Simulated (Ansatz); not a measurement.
Ba5Se5⁺. Total charge 1; doublet. Geometry PBE-D4/def2-SVP.

```csv
atom,x (Å),y (Å),z (Å)
Ba1,-4.882,-2.536,2.452
Ba2,2.730,1.891,-0.569
Ba3,3.525,1.290,-4.892
Ba4,-0.873,-0.692,-1.270
Ba5,-1.003,-0.724,3.291
Se6,1.651,0.120,-2.895
Se7,4.638,2.907,-2.699
Se8,0.284,0.965,1.039
Se9,-3.776,-0.874,4.602
Se10,-2.294,-2.348,0.940
```

In the def2 sets Ba takes a core potential; there is no spin–orbit coupling. At PBE-D4/def2-SVP, BLYP-D4/def2-SVP the gap within one spin of the charge 1 doublet nearly closes, so an electron or hole may be smeared out by delocalisation error. Another isomer (doublet) lies 2.08 eV lower at PBE0-D4/def2-SVP; other spin states weren't run for this one.

Problem. Estimate the α-spin orbital energies around the gap (eV) in Ansatz with PBE-D4/def2-SVP, BLYP-D4/def2-SVP, r2SCAN-D4/def2-SVP, PBE0-D4/def2-SVP.

Solution. 
```csv
orbital,PBE-D4/def2-SVP,BLYP-D4/def2-SVP,r2SCAN-D4/def2-SVP,PBE0-D4/def2-SVP
HOMO−9,-7.45,-7.20,-7.57,-8.36
HOMO−8,-7.34,-7.09,-7.48,-8.28
HOMO−7,-7.26,-7.02,-7.40,-8.20
HOMO−6,-7.24,-6.99,-7.38,-8.17
HOMO−5,-7.17,-6.92,-7.33,-8.17
HOMO−4,-7.15,-6.90,-7.29,-8.11
HOMO−3,-7.11,-6.87,-7.23,-8.02
HOMO−2,-7.00,-6.76,-7.14,-7.90
HOMO−1,-6.94,-6.70,-7.09,-7.89
HOMO,-6.84,-6.60,-6.95,-7.73
LUMO,-4.23,-4.18,-3.71,-3.65
LUMO+1,-4.13,-4.09,-3.61,-3.56
LUMO+2,-3.80,-3.75,-3.30,-3.18
LUMO+3,-3.52,-3.45,-3.07,-2.89
LUMO+4,-3.46,-3.40,-3.06,-2.84
LUMO+5,-3.42,-3.24,-2.95,-2.70
β HOMO,-6.75,-6.52,-6.78,-7.02
β LUMO,-6.67,-6.46,-6.68,-6.52
```
